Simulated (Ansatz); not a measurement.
Ideal-gas functions of `[NH][Si](O)(O)Cl` radical at 500 K and 1 bar, from an Ansatz frequency run at PBE0-D4/def2-TZVP.

Molar mass 112.57 g/mol, point group C1 (symmetry number 1), electronic degeneracy 2, moments of inertia 124.924, 207.27, 213.221 u Å². Harmonic wavenumbers (cm⁻¹, unscaled): 118, 171, 207, 232, 276, 309, 327, 359, 524, 744, 789, 822, 873, 936, 993, 3527, 3906, 3928.

Use S(trans) = R[1.5 ln M + 2.5 ln T − 1.1517]; rotational temperatures θ = 24.2544 K / I; S(rot) = R[ln(√π/σ · √(T³/θAθBθC)) + 1.5]; for each mode x = 1.438777 ν̃/T, S = R[x/(eˣ − 1) − ln(1 − e⁻ˣ)] and H = RT x/(eˣ − 1); 1 cm⁻¹ = 0.0119627 kJ/mol; R = 8.31446 J/(mol·K).

Task: By hand: the entropy, in J/(mol·K).

Result: Translation 178.5. Rotation: θ = 0.1942, 0.117, 0.1138 K, giving 119.5. Vibration, mode by mode: 17.33, 14.29, 12.74, 11.83, 10.45, 9.56, 9.12, 8.40, 5.65, 3.41, 3.08, 2.86, 2.55, 2.21, 1.94, 0.00, 0.00, 0.00, in all 115.4. Electronic 5.8. Sum 419.2 J/(mol·K).

Task: By hand: H − E and G − E in kJ/mol, counted from the electronic energy.

Result: Zero-point energy ½ × 19041 × 0.0119627 = 113.9; thermal vibration 30.4; translation, rotation and pV give 4 RT = 16.6. H − E = 160.9 kJ/mol, and G − E = 160.9 − 500 × 419.2/1000 = -48.7 kJ/mol.

Vibration gives 28 % of the entropy, 17.3 J/(mol·K) of it from the mode under 150 cm⁻¹: soft modes count most, and the harmonic formula is weakest for them. The sum counts one conformer and one mirror image; others add a mixing term.
